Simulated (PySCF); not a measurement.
Molfile (atoms numbered from 1):
```
C7H11F
     RDKit          3D

 19 20  0  0  0  0  0  0  0  0999 V2000
    3.7081   -0.6766   -0.1319 F   0  0  0  0  0  0  0  0  0  0  0  0
    2.6636    0.2034   -0.2922 C   0  0  0  0  0  0  0  0  0  0  0  0
    1.3843   -0.3749    0.2990 C   0  0  0  0  0  0  0  0  0  0  0  0
    0.2363    0.5961    0.1476 C   0  0  1  0  0  0  0  0  0  0  0  0
   -0.5095    0.6701   -1.1720 C   0  0  0  0  0  0  0  0  0  0  0  0
   -1.1499    0.0904    0.0294 C   0  0  0  0  0  0  0  0  0  0  0  0
   -2.4288    0.2213    0.7592 C   0  0  0  0  0  0  0  0  0  0  0  0
   -1.8884   -1.1409    0.3811 C   0  0  0  0  0  0  0  0  0  0  0  0
    2.5633    0.3816   -1.3676 H   0  0  0  0  0  0  0  0  0  0  0  0
    2.9554    1.1308    0.2118 H   0  0  0  0  0  0  0  0  0  0  0  0
    1.1465   -1.3116   -0.2086 H   0  0  0  0  0  0  0  0  0  0  0  0
    1.5531   -0.5973    1.3557 H   0  0  0  0  0  0  0  0  0  0  0  0
    0.3811    1.5318    0.6776 H   0  0  0  0  0  0  0  0  0  0  0  0
   -0.8391    1.6375   -1.5227 H   0  0  0  0  0  0  0  0  0  0  0  0
   -0.2031    0.0017   -1.9642 H   0  0  0  0  0  0  0  0  0  0  0  0
   -3.2918    0.5945    0.2267 H   0  0  0  0  0  0  0  0  0  0  0  0
   -2.4029    0.5095    1.8002 H   0  0  0  0  0  0  0  0  0  0  0  0
   -2.3891   -1.6879   -0.4049 H   0  0  0  0  0  0  0  0  0  0  0  0
   -1.4987   -1.7702    1.1683 H   0  0  0  0  0  0  0  0  0  0  0  0
  1  2  1  0
  2  3  1  0
  3  4  1  0
  4  5  1  0
  5  6  1  0
  6  7  1  0
  7  8  1  0
  6  4  1  0
  8  6  1  0
  2  9  1  0
  2 10  1  0
  3 11  1  0
  3 12  1  0
  4 13  1  1
  5 14  1  0
  5 15  1  0
  7 16  1  0
  7 17  1  0
  8 18  1  0
  8 19  1  0
M  END
```

Geometry: GFN2-xTB; GIAO absolute shieldings from PySCF 2.14.0 with density-fitted response routines, gas phase, non-relativistic, averaged over equivalent atoms.

At PBE0/def2-SVP (167 basis functions, 34 s wall time on 1 thread of an Arm Neoverse N1, shared host):
```csv
atoms,σ (ppm)
F1,428.6
C2,114.2
C3,161.0
C4,180.1
C6,181.1
C5,182.7
C7,187.9
C8,190.0
H9,27.21
H10,27.24
H12,29.70
H11,30.72
H13,31.09
H14,31.10
H19,31.10
H16,31.13
H17,31.15
H18,31.23
H15,31.49
```

**Question.** Estimate the result of repeating the calculation with PBE0/pcSseg-1.

**Answer.** 
```tsv
atoms	σ at PBE0/pcSseg-1	change
F1	417.4	-11.2
C2	99.8	-14.4
C3	149.2	-11.8
C4	170.2	-9.9
C6	171.5	-9.6
C5	172.0	-10.7
C7	177.4	-10.5
C8	179.6	-10.4
H9	26.87	-0.34
H10	26.90	-0.34
H12	29.44	-0.26
H11	30.54	-0.18
H13	30.89	-0.20
H14	30.84	-0.26
H19	30.84	-0.26
H16	30.87	-0.26
H17	30.89	-0.26
H18	30.98	-0.25
H15	31.30	-0.19
```

The largest change is at C2 (sp3 CH2 bonded to F). Cost: 191 basis functions, 44 s wall time on 1 thread of an Arm Neoverse N1, shared host. The order of the carbon signals is the same at both levels.
